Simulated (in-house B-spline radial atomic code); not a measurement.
Configurations of the bromine ion Br²⁺, with energies counted from [Ar] 3d10 4s2 4p3. Level of theory: non-relativistic M06-2X, spin-polarised, spherical fractional occupations, exact exchange averaged over the configuration, point nucleus; calculated with a B-spline radial code for spherical atoms. Shells without spins written out take the highest spin.

Occupations are held fixed; configurations that lie above the ionisation limit could autoionise.

| configuration | E - E(ref) (eV) | highest orbital | its <r> (bohr) |
| --- | --- | --- | --- |
| [Ar] 3d10 4s2 4p2 5s1 | 18.257 | 5s up | 3.818 |
| [Ar] 3d10 4s2 4p2 5d1 | 25.101 | 5d up | 5.966 |
| [Ar] 3d10 4s2 4p2 4f1 | 25.771 | 4f up | 6.029 |
| [Ar] 3d10 4s1 4p3 5p1 | 30.625 | 5p up | 4.404 |
| [Ar] 3d10 4s1 4p3 5d1 | 34.358 | 5d up | 5.975 |

Order these further configurations by energy, lowest first.
A. [Ar] 3d10 4s1 4p3 4d1
B. [Ar] 3d9 4s2 4p3 5d1
C. [Ar] 3d10 4s1 4p3 5s1
D. [Ar] 3d9 4s2 4p3 5s1
E. [Ne] 3s2 3p5 3d10 4s2 4p3 5s1

A (26.017 eV), C (27.434 eV), D (87.845 eV), B (94.942 eV), E (195.92 eV).
